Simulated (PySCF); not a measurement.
Species: C10H9N.
Cartesian coordinates in Å at the GFN2-xTB level; atoms count from 1:
```
atom  x, y, z in Å
N1     3.4875    0.0848    0.8446
C2     2.8364   -0.6888    0.3022
C3     2.0668   -1.6599   -0.3665
C4     0.7587   -1.5246   -0.5983
C5    -0.0412   -0.3488   -0.1856
C6     0.3670    1.0084   -0.7707
C7    -0.6530    1.8323   -0.5949
C8    -1.7496    1.0543    0.1173
C9    -1.1865    0.7320    1.4932
C10   -0.1675   -0.0940    1.3213
C11   -1.5399   -0.3159   -0.5509
H12    2.6138   -2.5377   -0.6850
H13    0.2262   -2.3120   -1.1157
H14    1.3339    1.1938   -1.1960
H15   -0.7276    2.8727   -0.8464
H16   -2.7441    1.4895    0.0919
H17   -1.5588    1.1596    2.4038
H18    0.5066   -0.5125    2.0430
H19   -1.7203   -0.3055   -1.6259
H20   -2.1134   -1.1170   -0.0843
```

Definitions: NICS(0) = −σiso at the ring centroid; NICS(1) = −σiso and NICS(1)zz = −σzz at ±1 Å along the ring normal z. Level: GIAO PBE0/pcSseg-1 (PySCF, non-relativistic, gas phase) on the GFN2-xTB geometry, one conformer.

Ring bond lengths (Å), with Mayer bond orders in brackets: C5–C6 1.533 (0.92), C6–C7 1.323 (1.87), C7–C8 1.522 (0.96), C8–C11 1.539 (0.94), C11–C5 1.543 (0.97); C5–C10 1.534 (0.92), C10–C9 1.323 (1.87), C9–C8 1.521 (0.96), C8–C11 1.539 (0.94), C11–C5 1.543 (0.97).

Q: Give the NICS values of each ring in ppm.

A: 
```json
{"ring": "C5–C6–C7–C8–C11", "type": "5-membered carbocycle; formal bonds 1 double, 4 single", "NICS(0)": "-2.2", "NICS(1), two faces": "-3.1 / -3.8", "NICS(1)zz, two faces": "-6.3 / -3.1", "rms pucker (Å)": "0.26", "centre to ring atoms, mean (Å)": "1.23"}
{"ring": "C5–C10–C9–C8–C11", "type": "5-membered carbocycle; formal bonds 1 double, 4 single", "NICS(0)": "-2.2", "NICS(1), two faces": "-3.8 / -3.1", "NICS(1)zz, two faces": "-3.1 / -6.3", "rms pucker (Å)": "0.26", "centre to ring atoms, mean (Å)": "1.23"}
```

Q: What can be read from them?

A: 
- C5–C6–C7–C8–C11: mean NICS(1)zz -4.7 ppm, shielded. C5, C8, C11 have four or more neighbours, and the NICS criterion for π rings isn't applied. The two faces differ by 3.2 ppm, so no symmetry operation interchanges them.
- C5–C10–C9–C8–C11: mean NICS(1)zz -4.7 ppm, shielded. C5, C8, C11 have four or more neighbours, and the NICS criterion for π rings isn't applied. The two faces differ by 3.2 ppm, so no symmetry operation interchanges them.

Q: What is the mean of the two in-plane components of NICS at the second NICS(1) probe listed for ring C5–C10–C9–C8–C11, 1 Å off the ring?

A: The isotropic value is a third of the trace: (3 × -3.1 − (-6.3))/2 = -1.5 ppm.
